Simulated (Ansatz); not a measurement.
Molecule: ZnCl2 (charge 0, singlet). 
Geometry from a B3LYP-D3(BJ)/def2-TZVP (Ansatz, a first-principles code) optimisation:
```xyz
3

Zn     0.0000     0.0000     0.0000
Cl     0.0000     0.0000     2.0983
Cl     0.0000     0.0000    -2.0983
```

Computed values are from Ansatz. Cores are frozen in the correlated levels unless marked. UHF or UKS for open shells. No spin-orbit coupling. Frozen are the shells of the preceding noble gas and the d and f shells that filled before the atom's block. No relativistic terms. CBS(X,Y): correlation extrapolated as X^-3; Hartree-Fock from the larger set. The bracket is a focal-point correction in the basis named.

The atomisation energy De is 654.2 kJ/mol at RI-MP2/CBS(def2-TZVPPD,def2-QZVPPD)+[CCSD(T)-MP2]/def2-TZVPPD, the total energy comes out as -2698.0361 Eh at RI-MP2/CBS(def2-TZVPPD,def2-QZVPPD)+[CCSD(T)-MP2]/def2-TZVPPD and the dipole moment is 0.00 D at CCSD(T)/def2-SVPD. The T1 diagnostic is 0.013 at CCSD/def2-TZVPPD.
